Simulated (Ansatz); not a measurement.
Reaction (redistribution): `[Br][SnH3]` + `Cl[CH]([GeH3])Br` → `[Br][SnH2][Br]` + `Cl[CH2][GeH3]`

Program: Ansatz. Geometries: PBE0-D4/def2-TZVP. ΔE: electronic, gas phase. CCSD(T)/CBS adds triple-zeta CCSD(T) − MP2 to the extrapolated MP2 energy (def2 sets, frozen cores). DFT in def2-TZVPP. HSE06 is defined as in plane-wave codes. Elements past krypton have def2 core potentials. For Br, Ge, Sn outer-core shells are correlated without core-valence functions, which leaves a few kJ/mol of doubt a bond. Scalar relativity is left out up to krypton.

```
             level  ΔE (kcal/mol)  difference from CCSD(T)/CBS
           BLYP-D4          -38.6                          2.2
            B97M-V          -39.6                          1.2
          HSE06-D4          -40.4                          0.4
      CAM-B3LYP-D4          -40.4                          0.4
           ωB97X-V          -39.9                          0.9
          PBE-QIDH          -40.7                          0.1
               PBE          -38.9                          1.9
              BLYP          -39.8                          1.0
RPA@PBE/def2-TZVPP          -36.3                          4.5
     HF/def2-TZVPP          -45.6                         -4.8
    MP2/def2-TZVPP          -38.8                          2.0
SCS-MP2/def2-TZVPP          -38.8                          2.0
CCSD(T)/def2-TZVPP          -38.4                          2.4
     HF/def2-QZVPP          -45.9                         -5.1
      HF/CBS(def2)          -46.0                         -5.2
     MP2/CBS(def2)          -41.2                         -0.4
       CCSD(T)/CBS          -40.8                            0
```

Largest T1 diagnostic among the species: 0.010.

From PBE to PBE0 (25 % exact exchange), in def2-TZVPP and without D4, ΔE moves by −1.8 kcal/mol. In def2-TZVPP, CCSD(T) changes the Hartree–Fock value by +7.2 kcal/mol (the triples alone add +1.0 kcal/mol) and MP2 by +6.8 kcal/mol. The D4 term adds +0.9 kcal/mol with B3LYP and +0.4 kcal/mol with PBE0; it sums over pairs of atoms, weighted by their polarisabilities, and B3LYP, whose exchange is more repulsive, gets the larger term.

B3LYP here is the variant with VWN-RPA as its local correlation; programs differ in this.
